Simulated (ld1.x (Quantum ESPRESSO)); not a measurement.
# u(r) = r·R(r): atom against pseudo-atom (titanium)

Columns: radius, all-electron u(r) and pseudo u(r) of the 3p shell (level -46.15 eV) of titanium in the configuration [Ne] 3s2 3p6 3d2 4s1 4p0; PBE, scalar-relativistic, TM scheme, ld1.x (Quantum ESPRESSO) 7.5.

```json
{"r (bohr)": "0.068", "all-electron": "0.2609", "pseudo": "-0.0139"}
{"r (bohr)": "0.135", "all-electron": "0.4942", "pseudo": "-0.0540"}
{"r (bohr)": "0.202", "all-electron": "0.5094", "pseudo": "-0.1189"}
{"r (bohr)": "0.270", "all-electron": "0.3566", "pseudo": "-0.2072"}
{"r (bohr)": "0.338", "all-electron": "0.1183", "pseudo": "-0.3141"}
{"r (bohr)": "0.405", "all-electron": "-0.1384", "pseudo": "-0.4324"}
{"r (bohr)": "0.473", "all-electron": "-0.3829", "pseudo": "-0.5590"}
{"r (bohr)": "0.540", "all-electron": "-0.5892", "pseudo": "-0.6824"}
{"r (bohr)": "0.608", "all-electron": "-0.7563", "pseudo": "-0.7977"}
{"r (bohr)": "0.675", "all-electron": "-0.8787", "pseudo": "-0.8936"}
{"r (bohr)": "0.742", "all-electron": "-0.9620", "pseudo": "-0.9659"}
{"r (bohr)": "0.810", "all-electron": "-1.0117", "pseudo": "-1.0123"}
{"r (bohr)": "0.878", "all-electron": "-1.0323", "pseudo": "-1.0323"}
{"r (bohr)": "0.945", "all-electron": "-1.0297", "pseudo": "-1.0297"}
{"r (bohr)": "1.013", "all-electron": "-1.0093", "pseudo": "-1.0093"}
{"r (bohr)": "1.080", "all-electron": "-0.9762", "pseudo": "-0.9762"}
{"r (bohr)": "1.148", "all-electron": "-0.9334", "pseudo": "-0.9334"}
{"r (bohr)": "1.215", "all-electron": "-0.8851", "pseudo": "-0.8851"}
{"r (bohr)": "1.283", "all-electron": "-0.8324", "pseudo": "-0.8324"}
{"r (bohr)": "1.350", "all-electron": "-0.7787", "pseudo": "-0.7787"}
{"r (bohr)": "1.418", "all-electron": "-0.7240", "pseudo": "-0.7240"}
{"r (bohr)": "1.485", "all-electron": "-0.6708", "pseudo": "-0.6708"}
{"r (bohr)": "1.553", "all-electron": "-0.6186", "pseudo": "-0.6186"}
{"r (bohr)": "1.620", "all-electron": "-0.5692", "pseudo": "-0.5692"}
{"r (bohr)": "1.688", "all-electron": "-0.5216", "pseudo": "-0.5216"}
{"r (bohr)": "1.755", "all-electron": "-0.4775", "pseudo": "-0.4775"}
```

Q: How many radial nodes do the two functions have?

A: The all-electron 3p function has n − l − 1 = 1; the pseudo-wave has 0, since the states of the same l below it are removed with the core.

Q: At about which radius was the pseudo-wave matched?

A: 0.95 bohr. The columns agree to 0.0005 from 0.88 bohr on; several derivatives are matched, so the curves merge somewhat inside the radius.

Q: Where does each function peak?

A: Outermost all-electron maximum near 0.88 bohr, pseudo maximum near 0.88 bohr (to the table’s step).

Q: Is the pseudo-wave norm-conserving?

A: Yes: the TM scheme keeps the norm inside the radius equal to the all-electron one, which fixes the energy derivative of the logarithmic derivative at the level.
